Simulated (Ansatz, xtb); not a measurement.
Two isomers of C6H6SSe

Structure I is `C=Cc1c[se]c(S)c1`, a singlet and structure II is `C=Cc1[se]ccc1S`, a singlet. Both are isolated molecules in the gas phase, relaxed with B3LYP-D3(BJ)/def2-SVP; the shapes shown needn't be the lowest conformers.

I (Å):

```xyz
14

C    -1.6588   -0.3151    2.0494
C    -1.3148   -0.2017    0.7577
C    -0.0656   -0.6562    0.1423
C     0.1870   -0.4828   -1.1978
C     2.0901   -1.6616    0.0990
C     1.0043   -1.3154    0.8549
S     3.5835   -2.4694    0.5770
Se    1.8551   -1.1559   -1.7099
H    -1.0035   -0.7797    2.7909
H    -2.6198    0.0589    2.4098
H    -2.0200    0.2757    0.0684
H    -0.4698   -0.0137   -1.9292
H     3.2544   -2.6004    1.8826
H     0.9538   -1.5257    1.9243
```

II (Å):

```xyz
14

C    -0.7408   -0.6963   -2.1287
C     0.0233   -0.3160   -1.0916
C    -0.1168   -0.7298    0.2921
C    -0.6664   -1.8584    2.5748
C     0.2301   -0.8327    2.6503
C     0.5437   -0.2121    1.3931
S     1.6203    1.2039    1.2687
Se   -1.2569   -2.1458    0.8238
H    -1.5968   -1.3676   -2.0062
H    -0.5338   -0.3402   -3.1400
H     0.8536    0.3782   -1.2634
H    -1.0447   -2.4641    3.3974
H     0.6722   -0.4949    3.5892
H     2.6499    0.6737    1.9706
```

Problem. Estimate E(II) − E(I) at the level CCSD(T)/def2-SVP + ΔMP2/def2-TZVPP.

Solution. Calculated at CCSD(T)/def2-SVP + ΔMP2/def2-TZVPP: E(II) − E(I) = −0.124 eV, so structure II lies lower.

The same difference at several levels:

```tsv
level	geometry	E(II) − E(I) (eV)	departure from the last row (eV)	job, with rough time for the two
GFN2-xTB	GFN2-xTB	−0.200	−0.076	optimisation, 0.52 s
HF/STO-3G	GFN2-xTB	−0.019	+0.105	single point, 1.5 s
r2SCAN-D4/def2-SVP	GFN2-xTB	−0.128	−0.004	single point, 6.6 s
B3LYP-D3(BJ)/def2-SVP	B3LYP-D3(BJ)/def2-SVP	−0.143	−0.019	optimisation, 2.4 min
HF/def2-SVP	B3LYP-D3(BJ)/def2-SVP	−0.095	+0.029	part of the CCSD(T) run
MP2/def2-SVP	B3LYP-D3(BJ)/def2-SVP	−0.176	−0.052	part of the CCSD(T) run
CCSD(T)/def2-SVP	B3LYP-D3(BJ)/def2-SVP	−0.143	−0.019	single point
CCSD(T)/def2-SVP + ΔMP2/def2-TZVPP	B3LYP-D3(BJ)/def2-SVP	−0.124		single point, 3.9 min
```

As drawn, both hold the same kinds of bond in the same numbers.

HF/STO-3G finds them nearly level. The largest departure from CCSD(T)/def2-SVP + ΔMP2/def2-TZVPP is that of HF/STO-3G, 0.105 eV. The last row adds to CCSD(T) the change of the MP2 difference between the two basis sets, here +0.019 eV.

With thermal terms from frequencies at re-optimised GFN2-xTB minima (ideal gas, soft modes damped towards free rotors, one conformer each, 298.15 K, 1 atm): on the last row, ΔE + ΔZPE = −0.128, ΔH = −0.130, ΔG = −0.119 eV.

The correlated steps freeze 20 core orbitals; the filled d shell of Se is correlated, in a basis made for valence electrons. Run with Ansatz 0.2.0, xtb 6.7.1; the last row on 2 threads of Intel(R) Xeon(R) Processor @ 2.70GHz on a shared host.
